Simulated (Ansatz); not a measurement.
Geometry optimisation, RKS B3LYP/def2-SVP (Ansatz 0.2.0).

Input file:

```yaml
crystal:
  periodic: [false, false, false]
  atoms:
    - { symbol: O, position_ang: [-1.2304, -0.6966, -0.4964] }
    - { symbol: Si, position_ang: [-0.1402, 0.4739, 0.0961] }
    - { symbol: Te, position_ang: [1.5412, -0.7204, 1.4309] }
    - { symbol: H, position_ang: [-1.8429, -0.0931, -1.0345] }
    - { symbol: H, position_ang: [0.5219, 1.155, -1.0442] }
    - { symbol: H, position_ang: [-0.8222, 1.4811, 0.9416] }
    - { symbol: H, position_ang: [2.034, -1.6679, 0.0608] }
basis:
  gaussian: { orbitals: def2-SVP }
hamiltonian:
  xc: b3lyp
relax:
  f_tol: 0.015
  max_steps: 40
```

Command:

```bash
$ ansatz run input.yaml --threads 1 --pin off --max-ram 2048MiB --backend cpu --events-out ev --progress --plain --runs-dir out
```

Q: Where does it end, and by what steps?

A: It converged. After 25 steps the energy has fallen by 0.301 eV; H4 moved furthest, 0.85 Å.

```tsv
step	energy less start (eV)	largest force component (eV/Å)	accepted
0	0.0000	2.235	yes
1	-0.0255	1.098	yes
2	-0.1518	1.362	yes
3	-0.2049	0.568	yes
4	-0.0981	2.819	no
5	-0.2204	0.110	yes
6	-0.2245	0.026	yes
7	-0.2253	0.176	yes
8	-0.2293	0.087	yes
9	-0.2277	0.176	no
10	-0.2311	0.143	yes
11	-0.2376	0.213	yes
12	-0.1917	2.143	no
13	-0.2442	0.170	yes
14	-0.2516	0.307	yes
15	-0.2480	1.147	no
16	-0.2599	0.229	yes
17	-0.2682	0.222	yes
18	-0.2793	0.169	yes
19	-0.2924	0.093	yes
20	-0.2920	0.090	no
21	-0.2940	0.078	yes
22	-0.2995	0.030	yes
23	-0.3002	0.063	yes
24	-0.2950	0.591	no
25	-0.3009	0.013	yes
```

```xyz
7
Properties=species:S:1:pos:R:3
O -1.627 -0.082 -0.479
Si -0.208 0.577 0.094
Te 1.276 -1.080 1.314
H -1.562 -0.897 -0.992
H 0.623 1.164 -0.995
H -0.618 1.607 1.078
H 2.178 -1.358 -0.066
```

Time of the run: 90 s on 1 thread of Arm Neoverse V1 (shared host), peak memory 0.16 GiB.
